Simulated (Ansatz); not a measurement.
Input file for Ansatz (a first-principles code): R-wB97X-V/def2-TZVPP on CH5BOSe (SMILES COB[SeH]), a point of a torsion scan.

Ansatz 0.2 input:
```yaml
crystal:
  periodic: [false, false, false]
  atoms:
    - {symbol: C, position_ang: [-1.00855987, -0.66770883, 0.07651799]}
    - {symbol: O, position_ang: [-1.15836430, -0.45067096, -1.30824418]}
    - {symbol: B, position_ang: [-0.48132843, -1.07886165, -2.26108495]}
    - {symbol: Se, position_ang: [-0.94050746, -0.53618384, -4.04796216]}
    - {symbol: H, position_ang: [0.01516031, -0.45265742, 0.39088120]}
    - {symbol: H, position_ang: [-1.24718481, -1.70280651, 0.33095850]}
    - {symbol: H, position_ang: [-1.69727451, 0.00301702, 0.59079402]}
    - {symbol: H, position_ang: [0.33884605, -1.90276176, -2.09421568]}
    - {symbol: H, position_ang: [-1.93235190, 0.43169762, -3.67381697]}
basis:
  gaussian:
    orbitals: def2-TZVPP
hamiltonian:
  xc: {name: wB97X-V}
scf: {lower_state_search: off}
```

It printed:

```
WARN ansatz: RAYON_NUM_THREADS=1 ignored (pool sized by the plan → 1); use --threads N
Functional definition: wB97X-V
these checks for a lower state are left out or cut short: stability, starts, cluster_reference, orbital_swaps, neighbouring_geometries, increment
integrals: 0.17 GiB planned
1204 factors; their error is unknown
integrals: 0.20 GiB planned
276 factors; integrals over basis functions are off by at most 7.9e-6 eV
mean field: 1.41 GiB planned
mean field evaluation 1: about -69183.9936 eV, gradient 4.0e1 eV
mean field evaluation 2: about -69184.0465 eV, gradient 4.3e1 eV
mean field evaluation 4: about -69186.9928 eV, gradient 1.5e0 eV
mean field evaluation 8: about -69187.2659 eV, gradient 1.1e-1 eV
mean field evaluation 16: about -69187.2659 eV, gradient 1.3e-5 eV
mean field -69187.26588445 eV, -2542.5851244402 hartree, gradient 3.7e-6 eV, S^2 0.000000; 0 other end points of the search recorded, 0 dependent functions left out
reference -69187.26588249 eV, -2542.5851243683 hartree; 29, 29 occupied and 182, 182 virtual orbitals, 1204 factors
Total energy: -69187.26588249 eV, -2542.5851243683 hartree
Checks for a lower state left out: stability, starts, cluster_reference, orbital_swaps, neighbouring_geometries, increment
```

The calculation finished and met its thresholds.

Cost: roughly 12 core-seconds.
